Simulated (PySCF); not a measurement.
## Heteronuclear NMR

Molfile (atoms numbered from 1):
```
C6H13NSi
     RDKit          3D

 21 22  0  0  0  0  0  0  0  0999 V2000
    3.1862    0.3751   -0.1955 Si  0  0  0  0  0  4  0  0  0  0  0  0
    1.6874   -0.4601   -0.1411 N   0  0  0  0  0  0  0  0  0  0  0  0
    0.4191    0.1437   -0.4389 C   0  0  2  0  0  0  0  0  0  0  0  0
   -0.2722    0.8174    0.7716 C   0  0  0  0  0  0  0  0  0  0  0  0
   -1.7577    0.7066    0.4963 C   0  0  2  0  0  0  0  0  0  0  0  0
   -2.4094   -0.6013    0.8287 C   0  0  0  0  0  0  0  0  0  0  0  0
   -1.9642   -0.3274   -0.5759 C   0  0  2  0  0  0  0  0  0  0  0  0
   -0.6098   -0.8726   -0.9808 C   0  0  0  0  0  0  0  0  0  0  0  0
    3.2744    0.9609   -1.5335 H   0  0  0  0  0  0  0  0  0  0  0  0
    4.1825   -0.6658    0.0457 H   0  0  0  0  0  0  0  0  0  0  0  0
    3.3489    1.4548    0.7927 H   0  0  0  0  0  0  0  0  0  0  0  0
    1.5883   -1.2132    0.5248 H   0  0  0  0  0  0  0  0  0  0  0  0
    0.5984    0.9061   -1.2029 H   0  0  0  0  0  0  0  0  0  0  0  0
    0.0002    0.2864    1.6876 H   0  0  0  0  0  0  0  0  0  0  0  0
    0.0472    1.8533    0.8771 H   0  0  0  0  0  0  0  0  0  0  0  0
   -2.3481    1.6105    0.5317 H   0  0  0  0  0  0  0  0  0  0  0  0
   -1.8511   -1.3183    1.4126 H   0  0  0  0  0  0  0  0  0  0  0  0
   -3.4693   -0.6043    1.0366 H   0  0  0  0  0  0  0  0  0  0  0  0
   -2.7098   -0.2023   -1.3474 H   0  0  0  0  0  0  0  0  0  0  0  0
   -0.5218   -0.9811   -2.0605 H   0  0  0  0  0  0  0  0  0  0  0  0
   -0.4279   -1.8512   -0.5295 H   0  0  0  0  0  0  0  0  0  0  0  0
  1  2  1  0
  2  3  1  0
  3  4  1  0
  4  5  1  0
  5  6  1  0
  6  7  1  0
  7  8  1  0
  8  3  1  0
  7  5  1  0
  1  9  1  0
  1 10  1  0
  1 11  1  0
  2 12  1  0
  3 13  1  6
  4 14  1  0
  4 15  1  0
  5 16  1  6
  6 17  1  0
  6 18  1  0
  7 19  1  6
  8 20  1  0
  8 21  1  0
M  END
```

All values are calculated (PySCF 2.14): NMR shieldings at PBE0/pcSseg-1/GIAO, geometry from GFN2-xTB. Non-relativistic, fast rotation and ring inversion assumed for equivalent nuclei, gas phase, one computed conformer.

Q: Where does ²⁹Si resonate?

A: 
| atoms | environment | σ (ppm) | δ (ppm) |
| --- | --- | --- | --- |
| Si1 | silicon bonded to N, 3 H | 408.1 | -55.5 |

Shieldings were converted by a linear fit to measured shifts: ²⁹Si: δ = 279.94 − 0.822σ (rms 8.9 ppm, 72 shifts, 25.8 ppm with the 6 outliers that the fit left out vs TMS, solution or neat liquid). Occasional misses reach two or three times the rms, and more in compound classes unlike the fitted ones.

On a 300 MHz spectrometer ²⁹Si resonates near 59.6 MHz, so 1 ppm is 59.6 Hz.

Q: Where does ¹⁵N resonate?

A: 
```tsv
atoms	environment	σ (ppm)	δ (ppm)
N2	nitrogen bonded to C, Si, H	225.0	-355.4
```

Shieldings were converted by a linear fit to measured shifts: ¹⁵N: δ = -148.07 − 0.921σ (rms 6.3 ppm, 71 shifts vs CH3NO2, solution or neat liquid). A few per cent of atoms miss by over 2 rms, more outside the fitted compound classes.

On a 400 MHz spectrometer ¹⁵N resonates near 40.5 MHz, so 1 ppm is 40.5 Hz.
